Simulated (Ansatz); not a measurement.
Ansatz (a quantum-chemistry and plane-wave program) input (CCSD(T)/STO-3G):

Ansatz 0.2 input:
```yaml
crystal:
  periodic: [false, false, false]
  atoms:
    - {symbol: B, position_ang: [0.06491544, -0.21498043, 0.25707852]}
    - {symbol: F, position_ang: [1.22275782, -0.93661742, 0.43030786]}
    - {symbol: F, position_ang: [-0.78669751, -0.50748319, 1.29658072]}
    - {symbol: S, position_ang: [-0.26557000, 0.87948797, -1.05171187]}
basis:
  gaussian:
    orbitals: STO-3G
total_charge: -1
magnetization: {spin_polarized: false}
correlation: {method: ccsd_t, electrons: outside_noble_gas}
```

End of the output:

```
mean field -16697.12658088 eV, -613.6080841286 hartree, gradient 2.4e-6 eV, S^2 0.000000; 0 other end points of the search recorded, 0 dependent functions left out
8 core orbitals not correlated
reference -16697.12658088 eV, -613.6080841286 hartree; 12, 12 occupied and 4, 4 virtual orbitals, 308 factors
second order -2.50521336 eV of doubles, -0.00000000 eV of singles
coupled cluster: 0.04 GiB planned
cycle   1  -2.64644453 eV  change   -1.4e-1 eV  update   8.4e-2
cycle   2  -2.83851769 eV  change   -1.9e-1 eV  update   2.5e-2
cycle   3  -2.87543555 eV  change   -3.7e-2 eV  update   1.3e-2
cycle   4  -2.87630282 eV  change   -8.7e-4 eV  update   3.7e-3
cycle   5  -2.87520155 eV  change    1.1e-3 eV  update   1.0e-3
cycle   6  -2.87541689 eV  change   -2.2e-4 eV  update   4.5e-4
cycle   7  -2.87536748 eV  change    4.9e-5 eV  update   8.9e-5
cycle   8  -2.87538905 eV  change   -2.2e-5 eV  update   2.6e-5
perturbative correction -0.18699510 eV, -0.0068719433 hartree
Total energy: -16700.18896503 eV, -613.7206246704 hartree
```

It need not be the lowest isomer of its formula. Whether it binds its extra electron was not tested at this geometry.
